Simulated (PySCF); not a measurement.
A structure optimised at ωB97X-D3(BJ)/def2-SVP, used in a PySCF frequency run:

```
C
H 1 1.1039
C 1 1.4668 2 109.81
C 3 1.2078 2 151.49 1 174.26
H 4 1.0762 2 161.58 1 177.79
C 1 1.4672 2 108.11 3 123.76
N 6 1.1562 2 150.48 1 -174.70
Si 1 1.9255 2 107.17 6 118.01
H 8 1.4849 1 108.26 2 179.90
H 8 1.4869 9 111.20 1 117.48
H 8 1.4877 9 111.07 10 123.82
```

### Question
Write its SMILES and formula.

### Answer
C#C[C@@H]([SiH3])C#N, C₄H₅NSi

### Question
What are its rotational constants (standard atomic weights)?

### Answer
3.0082, 2.6549, 1.5126 GHz
